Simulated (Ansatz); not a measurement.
`[SiH3][GeH2][SiH2][SiH2][GeH3]` and `F[SiH2][GeH2][SiH3]` differ in one atom or group.

Ansatz, PBE0-D4/def2-TZVP geometries, multiplicity 1. Each molecule was computed in one conformer, which needn't be the lowest.

Scalar relativity is left out up to krypton.

| property | `[SiH3][GeH2][SiH2][SiH2][GeH3]` |
| --- | --- |
| LUMO energy (PBE0/def2-TZVPP) / eV | -0.43 |
| size of the dipole moment (ωB97M-V/def2-TZVPP) / D | 0.20 |
| HOMO–LUMO gap (PBE/def2-TZVPP) / eV | 5.58 |
| HOMO–LUMO gap (B3LYP/def2-TZVPP) / eV | 7.00 |
| HOMO–LUMO gap (PBE0/def2-TZVPP) / eV | 7.39 |
| HOMO energy (PBE0/def2-TZVPP) / eV | -7.82 |

Q: Give the same properties after the change, and the shifts. (Estimate.)

A: The calculation gave: 
```csv
property,`F[SiH2][GeH2][SiH3]`,shift
LUMO energy (PBE0/def2-TZVPP) / eV,-0.65,-0.22
size of the dipole moment (ωB97M-V/def2-TZVPP) / D,1.12,0.92
HOMO–LUMO gap (PBE/def2-TZVPP) / eV,5.42,-0.16
HOMO–LUMO gap (B3LYP/def2-TZVPP) / eV,6.96,-0.04
HOMO–LUMO gap (PBE0/def2-TZVPP) / eV,7.34,-0.05
HOMO energy (PBE0/def2-TZVPP) / eV,-7.99,-0.17
```

With PBE0 the HOMO falls by 0.17 eV and the LUMO falls by 0.22 eV, so the gap narrows by about 0.05 eV. PBE moves the HOMO by -0.10 eV and ωB97M-V by -0.20 eV. Dipoles are sizes alone; their direction can turn.

B3LYP here is the variant with VWN-RPA as its local correlation; programs differ in this.
